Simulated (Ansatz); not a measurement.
BeI₂, 3 atoms. Hardware: 4 threads of Arm Neoverse V1 on a shared host.

In the def2 sets I takes a core potential; there is no spin–orbit coupling. Correlated methods freeze 8 core orbitals; core or outer-core shells of I are correlated, in sets that lack core-valence functions. In CCSD on the charge 1 doublet the largest single amplitude is 0.33, so its Hartree–Fock determinant may place the open shell otherwise than the density functionals do.

**Question.** How many basis functions does each of these Ansatz runs have, and roughly what does it cost? PBE0-D4/def2-TZVP, charge 0 triplet at the geometry of the charge 0 singlet, energy; CCSD(T)/def2-TZVPP, charge 0 singlet, energy, from earlier orbitals; r2SCAN-D4/def2-TZVP, charge 0 triplet at the geometry of the charge 0 singlet, energy, from earlier orbitals; PBE-D4/def2-TZVP, charge 1 doublet at the geometry of the charge 0 singlet, energy, from earlier orbitals; PBE-D4/def2-TZVP, charge 0 singlet, relaxation, 3 steps; CAM-B3LYP-D4/def2-TZVP, charge 0 singlet, energy, from earlier orbitals; PBE-D4/def2-SVP, charge 0 singlet, energy, from earlier orbitals; PBE-QIDH/def2-TZVP, charge 0 singlet, energy, from earlier orbitals; CCSD(T)/def2-TZVPP, charge 1 doublet at the geometry of the charge 0 singlet, energy, from earlier orbitals; r2SCAN-D4/def2-TZVP, charge 0 singlet, energy, from earlier orbitals; PBE-D4/def2-TZVP, charge 0 singlet, energy and forces, from earlier orbitals; RPA@PBE/def2-TZVP, charge 0 singlet, energy, from earlier orbitals.

**Answer.** Other jobs shared the machine, so times can vary by a factor of up to 3. A dash marks memory too small to be measured apart from the calling script's.

```csv
run,functions,fitting or Cholesky vectors,wall time,peak host memory (GiB)
"PBE-D4/def2-SVP, charge 0 singlet, energy, from earlier orbitals",61,766,0.45 s,–
"PBE-D4/def2-TZVP, charge 0 singlet, energy and forces, from earlier orbitals",119,875,0.95 s,–
"CAM-B3LYP-D4/def2-TZVP, charge 0 singlet, energy, from earlier orbitals",119,963,1.3 s,–
"r2SCAN-D4/def2-TZVP, charge 0 singlet, energy, from earlier orbitals",119,875,1.9 s,–
"RPA@PBE/def2-TZVP, charge 0 singlet, energy, from earlier orbitals",119,1117,2.1 s,–
"PBE-QIDH/def2-TZVP, charge 0 singlet, energy, from earlier orbitals",119,1117,2.2 s,–
"PBE-D4/def2-TZVP, charge 0 singlet, relaxation, 3 steps",119,875,2.4 s,–
"PBE-D4/def2-TZVP, charge 1 doublet at the geometry of the charge 0 singlet, energy, from earlier orbitals",119,875,6 s,–
"CCSD(T)/def2-TZVPP, charge 0 singlet, energy, from earlier orbitals",119,1117,6.5 s,0.57
"r2SCAN-D4/def2-TZVP, charge 0 triplet at the geometry of the charge 0 singlet, energy, from earlier orbitals",119,875,15 s,–
"CCSD(T)/def2-TZVPP, charge 1 doublet at the geometry of the charge 0 singlet, energy, from earlier orbitals",119,1117,28 s,1.2
"PBE0-D4/def2-TZVP, charge 0 triplet at the geometry of the charge 0 singlet, energy",119,977,34 s,–
```
